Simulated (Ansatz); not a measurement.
The inner images of a band of BClH2O + FH (7 atoms, charge 0, multiplicity 1) are given out of order.

The calculation used RKS BLYP/def2-SVP (Ansatz).

First end point:

```xyz
7
Properties=species:S:1:pos:R:3
B -0.029 -0.341 0.026
O 0.035 -0.282 1.395
H -0.857 -0.261 1.796
Cl 1.492 -0.478 -0.858
H -1.081 -0.331 -0.568
F 0.239 2.390 1.062
H 0.457 1.562 1.461
```

Last end point:

```xyz
7
Properties=species:S:1:pos:R:3
B -0.158 0.450 -0.080
O -0.187 -0.137 1.586
H -0.359 0.670 2.121
Cl 1.606 0.058 -0.523
H -1.004 -0.211 -0.638
F -0.407 1.780 0.117
H 0.766 -0.351 1.730
```

Q: Put them in order from the first end to the last, with their energies above the first end.
A.
```xyz
7
Properties=species:S:1:pos:R:3
B -0.071 0.431 -0.115
O -0.004 -0.154 1.573
H -0.779 0.216 2.050
Cl 1.569 -0.099 -0.736
H -1.043 -0.179 -0.512
F -0.204 1.779 0.074
H 0.788 0.265 1.980
```
B.
```xyz
7
Properties=species:S:1:pos:R:3
B -0.012 0.409 -0.123
O 0.074 -0.102 1.612
H -0.839 -0.031 1.966
Cl 1.565 -0.202 -0.800
H -1.027 -0.180 -0.443
F -0.092 1.766 0.028
H 0.588 0.598 2.073
```
C.
```xyz
7
Properties=species:S:1:pos:R:3
B 0.051 0.151 0.091
O 0.082 -0.116 1.577
H -0.802 -0.379 1.902
Cl 1.524 -0.389 -0.779
H -1.025 0.031 -0.445
F 0.232 1.782 0.506
H 0.194 1.178 1.461
```
D.
```xyz
7
Properties=species:S:1:pos:R:3
B 0.052 0.409 -0.117
O 0.111 -0.040 1.654
H -0.810 -0.268 1.904
Cl 1.548 -0.345 -0.819
H -1.017 -0.097 -0.410
F 0.086 1.772 0.019
H 0.288 0.827 2.082
```
E.
```xyz
7
Properties=species:S:1:pos:R:3
B 0.072 0.339 -0.019
O 0.110 -0.040 1.637
H -0.783 -0.337 1.917
Cl 1.534 -0.396 -0.790
H -1.020 -0.009 -0.424
F 0.195 1.738 0.256
H 0.148 0.964 1.737
```
F.
```xyz
7
Properties=species:S:1:pos:R:3
B -0.118 0.444 -0.097
O -0.102 -0.171 1.566
H -0.618 0.467 2.108
Cl 1.586 -0.028 -0.629
H -1.034 -0.173 -0.595
F -0.295 1.783 0.118
H 0.839 -0.064 1.841
```
G.
```xyz
7
Properties=species:S:1:pos:R:3
B 0.007 -0.164 0.098
O 0.060 -0.314 1.479
H -0.835 -0.376 1.867
Cl 1.513 -0.406 -0.793
H -1.041 -0.030 -0.483
F 0.242 2.108 0.733
H 0.311 1.440 1.412
```

A: G (+2.3 kcal/mol), C (+12.5 kcal/mol), E (-2.3 kcal/mol), D (-7.1 kcal/mol), B (-7.4 kcal/mol), A (-8.0 kcal/mol), F (-8.9 kcal/mol).

Time of the run: 3.5 min on 1 thread of Arm Neoverse V1 (shared host), peak memory 0.15 GiB.
